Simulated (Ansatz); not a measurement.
A structure relaxed at PBE0-D4/def2-SVP in Ansatz, charge 0, singlet:

| atom | x (Å) | y (Å) | z (Å) |
| --- | --- | --- | --- |
| Cs1 | -1.9819 | 1.4082 | -0.6746 |
| Cs2 | -0.8888 | -3.3894 | 3.4457 |
| Cs3 | 1.2904 | -2.0710 | -0.4922 |
| Cs4 | 1.5308 | 4.0100 | -2.3539 |
| Cl5 | -1.6325 | -1.4040 | 1.0260 |
| Cl6 | 1.0597 | 0.8526 | -2.0133 |
| Cl7 | 1.8584 | -3.9337 | 2.0843 |
| Cl8 | -1.2361 | 4.5272 | -1.0221 |

Problem. Give its formula and point group.

Solution. Cs₄Cl₄. Point group C2 (tolerance 0.1 Å).

Problem. Summarise the bond lengths by kind (pairs closer than 1.2 times the sum of covalent radii, bridged metal pairs left out).

Solution. 10 × Cl–Cs 3.11 to 3.37 Å.

In the def2 sets Cs takes a core potential; there is no spin–orbit coupling. Another isomer (singlet) lies 0.82 eV lower at PBE0-D4/def2-TZVP; other spin states weren't run for this one.
